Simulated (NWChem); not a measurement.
# C4H2ClF; SMILES C#C/C(Cl)=C\F

```xyz
8

C      2.4131     0.6607     0.0000
C      1.2474     0.3374     0.0000
C     -0.1047    -0.0721     0.0000
Cl    -0.4353    -1.8058     0.0000
C     -1.1550     0.7615     0.0000
F     -0.9842     2.0866     0.0000
H      3.4362     0.9617     0.0000
H     -2.1925     0.4481     0.0000
```
Atoms are numbered in this order, from 1.

All runs: NWChem. Structure relaxed at the B3LYP/6-31G* (spherical d) level. GIAO values for the isolated, static molecule; σ is the absolute isotropic shielding, δ = σ(reference) − σ with the isolated reference molecule computed at the same levels (13C: tetramethylsilane, 19F: trichlorofluoromethane, 1H: tetramethylsilane).

For level BHandHLYP/pcSseg-1:

```
Quantity     Result
-----------  ------
δ C1 (ppm)    102.1
δ C2 (ppm)     72.1
δ C3 (ppm)    119.9
σ Cl4 (ppm)   752.5
δ F6 (ppm)   -108.7
δ H7 (ppm)     3.85
```

Question: How do the values read with level PBE/pcSseg-1 instead?

Answer: 
| Item | Value |
|---|---|
| δ C1 (ppm) | 98.9 |
| δ C2 (ppm) | 79.2 |
| δ C3 (ppm) | 116.1 |
| σ Cl4 (ppm) | 694.9 |
| δ F6 (ppm) | -122.0 |
| δ H7 (ppm) | 3.63 |
